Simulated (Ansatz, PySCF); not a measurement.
F4Ta, doublet, at a GFN2-xTB geometry (such geometries of metal compounds can be far from the true shape) (the multiplicity is a formal guess) (core potentials on Ta). Base run: PBE0/def2-SVP run with PySCF.

Here is a job for PySCF.
```python
from pyscf import gto, scf, dft

mol = gto.M(
    atom='''
Ta    0.000000    0.000000   -0.000000
F     0.518867    1.166942   -1.289565
F     0.103893   -1.250268    1.311484
F    -0.441613   -1.253824   -1.235661
F    -0.181148    1.337150    1.213741
''',
    basis='def2-svp',
    ecp={'Ta': 'def2-svp'},
    charge=0,
    spin=1,
    verbose=3,
)

mf = dft.UKS(mol)
mf.xc = 'pbe0'
mf.kernel()
```

The same geometry, method and basis name were run in Ansatz (a first-principles code) and PySCF, at each program's defaults and at the settings that a row names. The base is PySCF at its defaults. Differences at the defaults can come from grids, fitting, cores and function types together.

```tsv
code and settings	ΔE vs base (mEh)	basis functions	E (Eh)	SCF cycles
PySCF, defaults (exact integrals, its default grid, spherical functions)	0.000	88	-455.91168	9
Ansatz, defaults (factorised integrals, its default grid, spherical functions)	-0.005	88	-455.91169	-
PySCF, density fitting with def2-universal-jkfit	0.013	88	-455.91167	9
PySCF, fine grid	-0.020	88	-455.91170	9
Ansatz, high accuracy	-0.008	88	-455.91169	-
```

Open shells are given as the SCF converged; they aren't shown to be the lowest states, and a large step between rows can be another state.
